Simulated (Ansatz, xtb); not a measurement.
# Relaxing a trial structure of BGeH2O+

The starting geometry of this gas-phase singlet was built from a drawn formula by distance geometry; its bonds are those of `[BH]1[O][GeH+]1`.

```xyz
5

B    -2.6969   -1.2730   -0.3493
Ge   -0.6348   -0.4980   -0.2735
O    -1.4176   -2.0323   -0.3035
H    -3.8403   -1.2826   -0.0399
H    -0.0465    0.3494   -1.2650
```

Task: Predict what becomes of its bonds when it is optimised with r2SCAN-D4/def2-SVP.

Result: A bond breaks, giving a structure given below by its coordinates. Distances that change by over a tenth: B1–O3 (1.49 → 1.22 Å), Ge2–O3 (1.72 → 2.02 Å), Ge2–H5 (1.43 → 1.59 Å). Contacts that open: B1–Ge2 (2.20 → 3.24 Å).

The energy falls by 3.96 eV over 15 steps:

```tsv
step	E − E(last) (eV)
1	3.965
3	1.660
4	1.197
6	0.725
7	0.588
9	0.257
10	0.135
12	0.004
13	0.000
15	0.000
```

Final geometry (Å):

```xyz
5

B    -2.8723   -1.5774   -0.1448
Ge   -0.5235    0.5792   -0.7316
O    -1.9304   -0.8340   -0.3848
H    -3.7830   -2.2945    0.0873
H     0.4732   -0.6096   -1.0572
```

From the same start GFN2-xTB reaches the same bonding as this run.

No frequencies were run, so the end isn't proven a minimum. Run with Ansatz 0.2.0, 8.1 s on 2 threads of Intel(R) Xeon(R) 6975P-C (Granite Rapids), with other jobs on the host.
